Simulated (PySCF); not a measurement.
Aluminium: a sound run and one with changed settings

Sound run: Al⁺ [Ne] 3s2, Al²⁺ [Ne] 3s1. Calculation: PySCF 2.14, in pcseg-2; the non-relativistic Hamiltonian (point nucleus). In the sound run the correlated levels freeze [Ne]. The sound run starts from symmetry-adapted Hartree-Fock orbitals and uses a fine grid where one is needed.

Changed run: the spin-free X2C one-electron Hamiltonian (Gaussian nucleus). This setting is unsound on purpose.

```
species   method  sound run (hartree)  changed run (hartree)  converged
    Al⁺      UHF           -241.66511             -242.06637        yes
    Al⁺      PBE           -242.00980             -242.41139        yes
    Al⁺     MN15           -242.06606             -242.46901        yes
    Al⁺      MP2           -241.69218             -242.09346        yes
    Al⁺  CCSD(T)           -241.70401             -242.10525        yes
   Al²⁺      UHF           -241.02210             -241.42211        yes
   Al²⁺      PBE           -241.32047             -241.72064        yes
   Al²⁺     MN15           -241.38211             -241.78365        yes
```

Ionisation energy of Al⁺:

| method | sound run (eV) | changed run (eV) |
| --- | --- | --- |
| UHF | 17.497 | 17.531 |
| PBE | 18.758 | 18.796 |
| MN15 | 18.611 | 18.650 |
| MP2 | 18.234 | 18.268 |
| SCS-MP2 | 18.381 | 18.416 |
| CCSD | 18.556 | 18.589 |
| CCSD(T) | 18.556 | 18.589 |
| CCSDT | 18.556 | 18.589 |
| FCI | 18.556 | 18.589 |

Most of the change in total energy is the relativistic energy itself. On top of that the contraction fixes the core shape for the Hamiltonian it was made with, so the changed run is not a good calculation with the other Hamiltonian either.

For comparison, NIST gives 18.829 eV between the lowest levels.
